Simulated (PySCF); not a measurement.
InBr: a composite coupled-cluster calculation

State: ¹Σ⁺, singlet, closed shell. De refers to In + Br. RHF-based CCSD(T) in PySCF 2.14 with In cc-pwCVDZ-PP with ECP28, Br aug-cc-pVDZ-PP with ECP10 and In cc-pwCVTZ-PP with ECP28, Br aug-cc-pVTZ-PP with ECP10 (frozen core orbitals: 13; scalar-relativistic core potentials). Correlation energies are extrapolated as n⁻³ (n = 2, 3), Hartree–Fock as (n+1)·exp(−9√n). CV is the change on freezing 8 orbitals instead, in In cc-pwCVTZ-PP with ECP28, Br cc-pwCVTZ-PP with ECP10.

```json
{"Level": "CCSD(T)/DZ", "Re (Å)": "2.5996", "ωe (cm⁻¹)": "208.2", "ωexe (cm⁻¹)": "0.457", "αe (cm⁻¹)": "0.000181", "De (eV)": "3.935"}
{"Level": "CCSD(T)/TZ", "Re (Å)": "2.5648", "ωe (cm⁻¹)": "218.9", "ωexe (cm⁻¹)": "0.504", "αe (cm⁻¹)": "0.000185", "De (eV)": "4.080"}
{"Level": "HF/CBS", "Re (Å)": "2.5844", "ωe (cm⁻¹)": "213.3", "ωexe (cm⁻¹)": "0.531", "αe (cm⁻¹)": "0.000192", "De (eV)": "3.064"}
{"Level": "MP2/CBS", "Re (Å)": "2.5443", "ωe (cm⁻¹)": "223.5", "ωexe (cm⁻¹)": "0.513", "αe (cm⁻¹)": "0.000186", "De (eV)": "4.320"}
{"Level": "CCSD/CBS", "Re (Å)": "2.5555", "ωe (cm⁻¹)": "221.9", "ωexe (cm⁻¹)": "0.520", "αe (cm⁻¹)": "0.000186", "De (eV)": "4.013"}
{"Level": "CCSD(T)/CBS", "Re (Å)": "2.5563", "ωe (cm⁻¹)": "221.8", "ωexe (cm⁻¹)": "0.513", "αe (cm⁻¹)": "0.000184", "De (eV)": "4.151"}
{"Level": "CCSD(T)/CBS+CV", "Re (Å)": "2.5494", "ωe (cm⁻¹)": "222.8", "ωexe (cm⁻¹)": "0.516", "αe (cm⁻¹)": "0.000186", "De (eV)": "4.183"}
```

Q: How much is left between CCSD(T)/TZ and the basis-set limit, and how much do the triples give at the limit?

A: CCSD(T)/CBS less CCSD(T)/TZ: -8.5 mÅ in Re, +2.9 cm⁻¹ in ωe and +0.071 eV in De. CCSD(T)/CBS less CCSD/CBS: +0.8 mÅ in Re, -0.1 cm⁻¹ in ωe and +0.138 eV in De.

Q: What do the later terms add?

A: CV: -6.9 mÅ in Re, +1.0 cm⁻¹ in ωe and +0.032 eV in De, each against the row above.

The T1 diagnostic is 0.016. The open-shell atoms are computed with UHF. Spin–orbit coupling, excitations beyond (T) and corrections to the Born–Oppenheimer picture are left out, and spin–orbit coupling matters for open p, d or f shells this heavy.

The whole job (state search and all basis sets along the bond) took about 37 min on 4 threads of Arm Neoverse V1 (shared host), peak memory 8.1 GiB.
